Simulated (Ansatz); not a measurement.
A nudged elastic band was laid between two geometries of B₂F₂H₈Si₃ (15 atoms, charge 0, multiplicity 1).

Method: Ansatz 0.2.0, RHF/STO-3G.

```
movable images  : 9
climbing image  : yes
spring          : 5.0 eV/Å²
optimiser       : quadratic models (default)
start path      : through a guess of the saddle point
force threshold : 0.05 eV/Å
iteration limit : 60
end points      : relaxed
```

Initial state:

```xyz
15
Properties=species:S:1:pos:R:3
F 1.816 -2.714 1.865
B 0.739 -2.292 1.253
F 0.187 -3.152 0.433
Si -0.010 -0.472 1.540
B -0.157 0.480 -0.175
Si 1.399 1.419 -0.934
Si -1.885 0.499 -1.122
H -1.280 -0.611 2.174
H 0.831 0.235 2.447
H 1.207 2.823 -0.789
H 1.546 1.141 -2.323
H 2.625 1.080 -0.294
H -2.805 1.310 -0.397
H -2.434 -0.813 -1.203
H -1.801 1.017 -2.446
```

Final state:

```xyz
15
Properties=species:S:1:pos:R:3
F 0.120 -3.173 0.458
B 0.726 -2.307 1.234
F 1.836 -2.729 1.786
Si 0.006 -0.480 1.541
B -0.152 0.480 -0.168
Si 1.392 1.441 -0.926
Si -1.879 0.490 -1.114
H -1.258 -0.605 2.188
H 0.867 0.211 2.442
H 1.161 2.844 -0.826
H 1.567 1.126 -2.304
H 2.617 1.154 -0.259
H -2.769 1.375 -0.437
H -2.475 -0.804 -1.118
H -1.782 0.927 -2.466
```

(1) Which bonds break or form, and what moves?

(2) What energy profile does the band end with?

Results:

(1) No bond is made or broken. The dihedral F1–B2–Si4–B5 goes from 124 to -59°.

(2) The forces met the threshold. The highest image is number 0 of 0 to 10, 0.0 kJ/mol above the ends, which have the same energy within 2 meV. The highest image is an end point: on this band no image between the ends rises above it. Limits of this set-up: minimal basis.

| image | path coordinate (Å) | energy (kJ/mol) | dihedral F1–B2–Si4–B5 (°) |
| --- | --- | --- | --- |
| 0 | 0.00 | 0.0 | 124 |
| 1 | 0.51 | 0.0 | 142 |
| 2 | 1.02 | -0.1 | 160 |
| 3 | 1.53 | -0.2 | 178 |
| 4 | 2.04 | -0.2 | -164 |
| 5 | 2.55 | 0.0 | -153 |
| 6 | 3.07 | -0.1 | -134 |
| 7 | 3.60 | -0.1 | -115 |
| 8 | 4.12 | -0.1 | -96 |
| 9 | 4.64 | -0.1 | -78 |
| 10 | 5.16 | 0.0 | -59 |

Run time: 6.6 min on 1 thread of Arm Neoverse V1, on a shared host, peak memory 0.13 GiB.
